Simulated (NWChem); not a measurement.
PbBr, doublet; SMILES [Br][Pb]

```xyz
2

Pb     0.0000     0.0000    -0.7949
Br     0.0000     0.0000     1.8503
```
Atoms are numbered in this order, from 1.

Level: PBE0/def2-SVP with def2 effective core potentials on Pb, spin-unrestricted (NWChem), optimised geometry, unscaled harmonic frequencies. The state is orbitally degenerate and is run as one real component. This build's default masses of Se (78.918 u) and Br (79.917 u) are each other's, which moves their modes by up to 0.6 %. This spin state was assumed; another may lie lower. def2 effective core potentials on Pb; no spin-orbit coupling.

List the harmonic frequencies with IR intensities, and the thermochemistry.


```tsv
frequency (cm⁻¹)	IR intensity (km/mol)
209	25.1
```

| Property | Result |
|---|---|
| zero-point energy | 0.3 kcal/mol |
| thermal correction to the enthalpy at 298.15 K (with zero-point energy) | 2.7 kcal/mol |
| heat capacity Cv | 6.8 cal/(mol K) |

Rigid rotor and harmonic oscillator.
